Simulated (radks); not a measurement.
All-electron atom: Tl II in [Hg] (the NIST ground configuration).

All-electron calculation, scalar-relativistic Kohn-Sham, r2SCAN, spin-unpolarised, spherical densities, finite nucleus; meta-GGA in the generalised Kohn-Sham scheme; Fermi nuclear charge, rms radius 5.4759 fm. Program: a radial shooting solver on a logarithmic mesh with Libxc functionals.

Energy parts (Ry):
part                        energy
total                  -40485.7263
kinetic                 45574.6883
electron-nucleus      -100903.1622
Hartree                 15600.2274
exchange-correlation     -757.4799

Orbitals (lengths in bohr, moments of r in powers of bohr):
orbital	occ.	eigenvalue (Ry)	<r^4>
1s	2	-6298.408	3.762e-07
2s	2	-1124.071	0.00005454
2p	6	-966.9076	0.00004495
3s	2	-269.5717	0.001956
3p	6	-224.1395	0.002175
3d	10	-176.9140	0.001675
4s	2	-61.08923	0.04307
4p	6	-46.13320	0.05769
4d	10	-28.49459	0.07854
4f	14	-9.01389	0.1377
5s	2	-10.35321	1.094
5p	6	-6.28000	1.996
5d	10	-1.71222	8.940
6s	2	-1.21546	62.21

The highest occupied level is 6s at -16.537 eV. Summed over all electrons, <r^2> = 51.77 bohr^2, which gives a Langevin (diamagnetic) susceptibility term of -41 x 10^-6 cm^3/mol. The electron density at the nucleus is 2.719e+06 e/bohr^3 (large components only). The density falls to 0.001 e/bohr^3 at r = 3.94 bohr.
